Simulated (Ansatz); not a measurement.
Geometry optimisation, Ansatz, RKS PBE-D4/def2-SVP.

Input file:

```yaml
crystal:
  periodic: [false, false, false]
  atoms:
    - { symbol: Sn, position_ang: [-0.7922, -0.7802, -0.66] }
    - { symbol: O, position_ang: [1.5837, -0.5662, -0.4442] }
    - { symbol: H, position_ang: [-0.4852, -1.9199, -1.9036] }
    - { symbol: H, position_ang: [-1.4349, -1.6038, 0.679] }
    - { symbol: H, position_ang: [-1.4665, 0.622, -1.3072] }
    - { symbol: H, position_ang: [1.1279, 0.2952, 0.3784] }
    - { symbol: O, position_ang: [0.0925, 0.7084, 1.0019] }
    - { symbol: O, position_ang: [-0.0834, 2.0774, 0.6965] }
    - { symbol: H, position_ang: [2.0101, -1.237, 0.085] }
    - { symbol: H, position_ang: [-0.5519, 2.4042, 1.4742] }
basis:
  gaussian: { orbitals: def2-SVP }
hamiltonian:
  xc: pbe
  dispersion: d4
relax:
  f_tol: 0.15
  max_steps: 25
  restrain:
    - { distance: [0, 6], at: 2.05, k: 30.0 }
    - { distance: [5, 1], at: 0.97, k: 30.0 }
    - { distance: [0, 1], at: 3.35, k: 30.0 }
    - { distance: [5, 6], at: 2.27, k: 30.0 }
output:
  orbitals: {}
```

Command:

```bash
$ ansatz run input.yaml --threads 2 --pin off --max-ram 3072MiB --backend cpu --events-out ev --progress --plain --runs-dir out
```

Problem. Where does it end, and by what steps?

Solution. The run converged. The restraints hold the end off the free minimum. After 10 steps the energy has fallen by 0.444 eV (the restraints' own energy left out); H5 moved furthest, 0.82 Å. Parted: Sn1–O2. Joined: O2–H6.

| step | energy less start (eV) | largest force component (eV/Å) | accepted |
| --- | --- | --- | --- |
| 0 | 0.0000 | 1.662 | yes |
| 1 | 0.3757 | 2.336 | yes |
| 2 | 0.4963 | 2.324 | yes |
| 3 | 0.5630 | 2.104 | yes |
| 4 | 0.1306 | 1.340 | yes |
| 5 | -0.1254 | 0.691 | yes |
| 6 | -0.2840 | 0.652 | yes |
| 7 | -0.3470 | 0.348 | yes |
| 8 | -0.3842 | 0.617 | yes |
| 9 | -0.3949 | 1.106 | yes |
| 10 | -0.4435 | 0.276 | yes |

```xyz
10
Properties=species:S:1:pos:R:3
Sn -1.272 -0.640 -0.486
O 2.063 -0.358 -0.315
H -0.172 -1.341 -1.595
H -2.154 -1.817 0.427
H -2.278 0.572 -1.194
H 1.673 0.452 0.076
O -0.369 0.344 1.077
O 0.272 1.512 0.443
H 2.174 -0.929 0.469
H 0.061 2.206 1.100
```

The run took 20 s on 2 threads of Arm Neoverse V1, with other jobs on the host, peak memory 0.13 GiB.
